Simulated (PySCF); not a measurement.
**Cadmium: a sound run and one with changed settings**

Sound run: Cd [Kr] 4d10 5s2, Cd⁺ [Kr] 4d10 5s1. Computed with PySCF 2.14 in cc-pVDZ-PP with ECP28MDF, with scalar relativity through the core potential. In the sound run the correlated levels freeze 4s2 4p6 outside the core potential. The sound run starts from symmetry-adapted Hartree-Fock orbitals and uses a fine grid where one is needed.

Changed run: a valence shell is frozen. This setting is unsound on purpose.

| species | method | sound run (hartree) | changed run (hartree) | converged |
| --- | --- | --- | --- | --- |
| Cd | MP2 | -167.17238 | -166.85745 | yes |
| Cd | CCSD(T) | -167.16637 | -166.86754 | yes |

Ionisation energy of Cd:

```tsv
method	sound run (eV)	changed run (eV)
UHF	7.435	7.435
MP2	8.609	7.971
SCS-MP2	8.607	8.079
CCSD	8.622	8.246
CCSD(T)	8.701	8.246
CCSDT	n/a	8.246
FCI	n/a	8.246
```

Freezing a valence shell removes pair correlation that changes on ionisation.

For comparison, NIST gives 8.994 eV between the lowest levels.
